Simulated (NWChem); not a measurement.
Species: GeH3, doublet; SMILES [GeH3]

Results from NWChem. Spin-unrestricted. In the optimisation the excess spin sits in a (C3, its own frame). No stability test was run on the SCF state. The level has its own optimisation; frequencies are unscaled.

What does the run give for PBE/def2-SVP? Quantities: r Ge–H (Å); highest harmonic frequency (cm⁻¹); lowest (cm⁻¹); zero-point energy (kcal/mol).


```
Item                               Result
---------------------------------  ------
r Ge–H (Å)                          1.555
highest harmonic frequency (cm⁻¹)    2076
lowest (cm⁻¹)                         667
zero-point energy (kcal/mol)         12.1
```
